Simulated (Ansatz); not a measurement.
Mulliken charges of AlH3OS2, SMILES `[OH][Al]([SH])[SH]` from PBE/def2-TZVPP in Ansatz (PBE0-D4/def2-TZVP geometry).

| atom | x (Å) | y (Å) | z (Å) | charge (e) |
| --- | --- | --- | --- | --- |
| O1 | -1.985 | 0.181 | 0.466 | -0.352 |
| Al2 | -0.339 | 0.027 | 0.142 | 0.463 |
| S3 | 0.966 | 0.015 | 1.880 | -0.245 |
| S4 | 0.363 | -0.144 | -1.917 | -0.261 |
| H5 | -2.678 | 0.203 | -0.190 | 0.175 |
| H6 | 2.078 | -0.118 | 1.138 | 0.109 |
| H7 | 1.657 | -0.232 | -1.565 | 0.111 |

Task: By hand: the dipole of these point charges (1 e Å = 4.8032 D).

Result: Σ q r = (0.152, -0.020, -0.141) e Å, of length 0.208 e Å = 1.00 D.

Task: How does the dipole of the full density compare? (Best estimate.)

Result: Computed: (0.069, -0.019, -0.236) e Å, 1.18 D; the point charges give 0.85 times that, at 31° from its direction.

Point charges leave out the atoms' own dipoles, such as those of lone pairs, and Mulliken's split depends on the basis, so the two needn't agree.
